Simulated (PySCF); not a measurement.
## Mayer bond orders and bond lengths

Species: C8H11ClO.
Numbering: `[CH2:1]=[CH:2]/[C:3]([C:4](=[O:5])[Cl:6])=[C:7](\[CH3:8])[CH2:9][CH3:10]` (hydrogens: H11, H12 on C1; H13 on C2; H14, H15, H16 on C8; H17, H18 on C9; H19, H20, H21 on C10)

Cartesian coordinates in Å at the GFN2-xTB level; atoms count from 1:
```xyz
21
C8H11ClO angstrom
C      3.0756    0.0457    0.2529
C      2.0154   -0.3744   -0.4193
C      0.7163    0.3153   -0.4181
C      0.6979    1.7659   -0.5657
O     -0.0935    2.5547   -0.1548
Cl     2.0500    2.3705   -1.5657
C     -0.4414   -0.3794   -0.3038
C     -0.4074   -1.8672   -0.1389
C     -1.8030    0.2378   -0.3162
C     -2.2764    0.4984    1.1183
H      4.0077   -0.4921    0.2312
H      3.0523    0.9398    0.8533
H      2.0652   -1.2886   -0.9957
H      0.3303   -2.1613    0.6048
H     -1.3824   -2.2436    0.1581
H     -0.1346   -2.3419   -1.0826
H     -2.4992   -0.4475   -0.8059
H     -1.8037    1.1837   -0.8566
H     -3.2915    0.8854    1.1088
H     -1.6291    1.2324    1.5893
H     -2.2572   -0.4166    1.7061
```

Bond orders from the PBE0/pcSseg-1 density (PySCF). One conformer (not necessarily the lowest) at the GFN2-xTB geometry, without solvent, vibrations or thermal averaging.

Q: Where do the orders between heavy atoms depart from those drawn in the SMILES?

A: The largest departure is 0.362, at C3–C7 (drawn double, 1.638). Drawn double or triple, more than 0.30 short of the drawn order: C3–C7 (1.638).

Q: Set the Mayer orders of the bonds between heavy atoms beside their lengths.

A: 
```json
{"bond": "C1–C2", "drawn as": "double", "length (Å)": "1.324", "Mayer order": "1.944"}
{"bond": "C2–C3", "drawn as": "single", "length (Å)": "1.471", "Mayer order": "1.101"}
{"bond": "C3–C4", "drawn as": "single", "length (Å)": "1.458", "Mayer order": "0.979"}
{"bond": "C4–O5", "drawn as": "double", "length (Å)": "1.191", "Mayer order": "2.001"}
{"bond": "C4–Cl6", "drawn as": "single", "length (Å)": "1.787", "Mayer order": "0.985"}
{"bond": "C3–C7", "drawn as": "double", "length (Å)": "1.355", "Mayer order": "1.638"}
{"bond": "C7–C8", "drawn as": "single", "length (Å)": "1.497", "Mayer order": "1.119"}
{"bond": "C7–C9", "drawn as": "single", "length (Å)": "1.495", "Mayer order": "1.100"}
{"bond": "C9–C10", "drawn as": "single", "length (Å)": "1.533", "Mayer order": "1.022"}
```

By pair of heavy elements: C–C: lowest C3–C4 (0.979, 1.458 Å), highest C1–C2 (1.944, 1.324 Å); in 4 of the 21 pairs the longer bond (by over 0.003 Å) has the higher order (by 0.02 or more).

Q: And the bonds to hydrogen?

A: C–H: 0.93 to 0.97 (11 bonds).

Q: Sum the orders of all bonds at each heavy atom with more than one neighbour and set the sums beside the valence in the SMILES.

A: C1 3.846 (drawn 4), C2 3.979 (drawn 4), C3 3.718 (drawn 4), C4 3.965 (drawn 4), C7 3.857 (drawn 4), C8 3.926 (drawn 4), C9 3.979 (drawn 4), C10 3.917 (drawn 4). Orders between atoms that aren't bonded are not in these sums.

The Mayer order sums products of elements of PS (density times overlap matrix) between the two atoms' basis functions, so it depends on the basis set.
